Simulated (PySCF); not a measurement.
**Radial density of S (sulfur, neutral)**

UHF, [Ne] 3s2 3p3 4s1, high-spin 5S determinant (an excited configuration). All numbers are calculated (PySCF 2.14, the spin-free X2C one-electron Hamiltonian (Gaussian nucleus), in dyall-acv3z).

```csv
r (bohr),4πr²ρ (e/bohr),4πr²(ρα − ρβ)
0.00157,0.09341,0.0000
0.00265,0.2468,0.0001
0.00445,0.6387,0.0002
0.00749,1.595,0.0005
0.0126,3.745,0.0013
0.0212,7.906,0.0032
0.0356,13.95,0.0082
0.0599,18.30,0.0264
0.101,15.70,0.0958
0.170,12.00,0.2765
0.285,16.86,0.4005
0.480,13.91,0.0607
0.807,3.812,0.3373
1.36,3.304,1.7633
2.28,1.707,1.1157
3.84,0.3566,0.3279
6.46,0.1546,0.1545
10.9,0.0007980,0.0008
```

Densities and radii are taken from the X2C orbitals without a picture-change correction, which distorts them close to the nucleus.

The outer electron is Rydberg-like, and this basis confines it to a smaller radius and binds it less than a complete one would.
